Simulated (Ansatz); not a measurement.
# Nudged elastic band run: CH₇AlSiTe

Input:

```yaml
crystal:
  periodic: [false, false, false]
  atoms:
    - { symbol: C, position_ang: [-1.033054, 1.931811, 0.538314] }
    - { symbol: Te, position_ang: [-0.022522, 1.025888, 2.262409] }
    - { symbol: Al, position_ang: [0.92128, -1.034108, 1.113418] }
    - { symbol: Si, position_ang: [0.560408, -1.469338, -1.285669] }
    - { symbol: H, position_ang: [-0.644679, 2.948398, 0.417616] }
    - { symbol: H, position_ang: [-0.832025, 1.339381, -0.358139] }
    - { symbol: H, position_ang: [-2.107464, 1.953768, 0.747473] }
    - { symbol: H, position_ang: [1.760201, -2.005634, 2.072379] }
    - { symbol: H, position_ang: [-0.271275, -0.419365, -1.968083] }
    - { symbol: H, position_ang: [1.870059, -1.540869, -2.023261] }
    - { symbol: H, position_ang: [-0.135529, -2.786833, -1.495756] }
basis:
  gaussian: { orbitals: def2-mTZVP }
hamiltonian:
  xc: revpbe
  dispersion: d4
neb:
  order_check: false
  images: 5
  f_tol: 0.2
  max_iterations: 60
  initial_path: idpp
  final_atoms:
    - { symbol: C, position_ang: [-1.24765855, 1.77967705, 0.60767347] }
    - { symbol: Te, position_ang: [0.00978249, 1.0495725, 2.2509425] }
    - { symbol: Al, position_ang: [1.14118763, -0.87716287, 1.04204068] }
    - { symbol: Si, position_ang: [0.65587656, -1.40225225, -1.3165739] }
    - { symbol: H, position_ang: [-0.9750608, 2.82191831, 0.41157704] }
    - { symbol: H, position_ang: [-1.07955479, 1.16827505, -0.28306402] }
    - { symbol: H, position_ang: [-2.29311288, 1.70970901, 0.92588968] }
    - { symbol: H, position_ang: [2.18153487, -1.70414419, 1.93736461] }
    - { symbol: H, position_ang: [1.89636509, -1.28491162, -2.16055739] }
    - { symbol: H, position_ang: [0.15665071, -2.81433568, -1.46319936] }
    - { symbol: H, position_ang: [-0.38061033, -0.50324631, -1.9313923] }
```

Command:

```bash
$ ansatz run input.yaml --threads 2 --pin off --max-ram 3072MiB --backend cpu --events-out ev --progress --plain --runs-dir out
```

Output, in part (warnings, iteration lines, the closing report on the highest movable image, with atoms numbered from 0):

```
NEB end point (image 0): max|allowed force component| = 1.103e-3 eV/Å (the criterion of neb.relax_end_points is 4.000e-2)
NEB end point (image 6): max|allowed force component| = 5.740e-3 eV/Å (the criterion of neb.relax_end_points is 4.000e-2)
NEB iter   1: max|band force component| = 3.980e-1 eV/Å  barrier→ = 0.0395 eV  barrier← = 0.0395 eV  CI = image 2  Δτ_max = 0.1061 Å  (207 SCF iters)
NEB iter   2: max|band force component| = 2.296e-1 eV/Å  barrier→ = 0.0203 eV  barrier← = 0.0203 eV  CI = image 3  Δτ_max = 0.0543 Å  (152 SCF iters)
NEB iter   3: max|band force component| = 5.613e-2 eV/Å  barrier→ = 0.0102 eV  barrier← = 0.0102 eV  CI = image 3  Δτ_max = 0.0000 Å  (415 SCF iters)
Total energy: -22918.40525211 eV, -842.2358583618 hartree
Atom 0 at    -1.733951     1.176372     0.828830 Å, force     0.037410    -0.034651    -0.039755 eV/Å
Atom 1 at    -0.183581     0.818412     2.343261 Å, force    -0.041252     0.027549     0.018952 eV/Å
Atom 2 at     1.444463    -0.496511     0.904363 Å, force     0.008683    -0.001429     0.015806 eV/Å
Atom 3 at     0.993869    -0.982872    -1.469444 Å, force    -0.000040    -0.003402    -0.008733 eV/Å
Atom 4 at    -1.877345     2.257327     0.729094 Å, force     0.023520    -0.000319     0.015936 eV/Å
Atom 5 at    -1.406110     0.749801    -0.123773 Å, force    -0.024727     0.007809    -0.022115 eV/Å
Atom 6 at    -2.660515     0.695648     1.159446 Å, force     0.018552    -0.009568     0.017846 eV/Å
Atom 7 at     2.773561    -0.977472     1.660385 Å, force    -0.010780     0.010498     0.013577 eV/Å
Atom 8 at     0.827680     0.264510    -2.295508 Å, force     0.006567    -0.006463     0.016440 eV/Å
Atom 9 at     2.142379    -1.762556    -2.048999 Å, force    -0.029669     0.004591    -0.041489 eV/Å
Atom 10 at    -0.255050    -1.799561    -1.666954 Å, force     0.011735     0.005383     0.013534 eV/Å
Dipole moment:    -0.215149     0.086947    -0.087734 e Å
```

It converged. The threshold of 0.2 eV/Å is loose, so the images may lie well off the minimum-energy path. The order of the stationary point at the top wasn't checked.

Final band (atoms are numbered from 1 in the order of the input):

| image | path coordinate (Å) | energy (kcal/mol) | dihedral Te2–Al3–Si4–H11 (°) |
| --- | --- | --- | --- |
| 0 | 0.00 | 0.0 | -121 |
| 1 | 0.79 | 0.1 | -102 |
| 2 | 1.57 | 0.2 | -81 |
| 3 | 2.36 | 0.2 | -61 |
| 4 | 3.13 | 0.2 | -41 |
| 5 | 3.90 | 0.1 | -21 |
| 6 | 4.67 | 0.0 | -1 |

Time of the run: 2.6 min on 2 threads of Intel(R) Xeon(R) Processor @ 2.50GHz (Skylake/Cascade Lake), with other jobs on the host, peak memory 0.18 GiB.
